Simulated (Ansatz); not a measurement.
Gas-phase electronic energies from Ansatz, PBE0-D4/def2-TZVP geometries. CBS: MP2 limit from def2 TZ/QZ plus the TZ coupled-cluster correction, frozen cores. This one scheme is used for every species, atoms too. Functionals use def2-TZVPP. B3LYP here is the variant with VWN-RPA as its local correlation; programs differ in this. Open shells (•) are unrestricted, without spin–orbit coupling. Spin–orbit coupling would lower the free atoms: a little for O; clearly for Ga, Ge. For Ga, Ge outer-core shells are correlated without core-valence functions, so the limit isn't a true one: a few kJ/mol of doubt a bond, and 10 to 20 or more in all where bonds break to atoms. Scalar relativity is left out up to krypton. One conformer a species, not always the lowest.

Consider the atomization: `[OH][GaH][GeH3]` → Ga• + Ge• + 5 H• + O•.

Task: What is ΔE at CCSD(T)/CBS? (An estimate is asked.)

Result: The calculation gave: +2221.3 kJ/mol.

Task: What do these levels give: r2SCAN-D4, B97M-V, B3LYP-D4, ωB97X-V, B2PLYP, revPBE, r2SCAN, PBE0, r2SCAN0, BHLYP, MP2/def2-SVP, CCSD/def2-SVP? (Best estimate.)

Result: The calculation gave: r2SCAN-D4 2208.6, B97M-V 2219.7, B3LYP-D4 2173.4, ωB97X-V 2214.1, B2PLYP 2165.3, revPBE 2097.5, r2SCAN 2205.5, PBE0 2146.0, r2SCAN0 2166.3, BHLYP 2104.4, MP2/def2-SVP 2064.6, CCSD/def2-SVP 2041.8 kJ/mol.

Largest T1 diagnostic among the species: 0.014.

From PBE to PBE0 (25 % exact exchange), in def2-TZVPP and without D4, ΔE moves by −27.0 kJ/mol: exact exchange takes away binding that semilocal exchange gives to molecules. The D4 term adds +22.2 kJ/mol with B3LYP and +11.6 kJ/mol with PBE0; it sums over pairs of atoms, weighted by their polarisabilities, and B3LYP, whose exchange is more repulsive, gets the larger term.

For atomizations the MP2-based limit and the directly extrapolated one differ by several kJ/mol either way, and by 10 to 25 for some Ge, Se and Sn compounds, so smaller differences from it don't rank the levels.
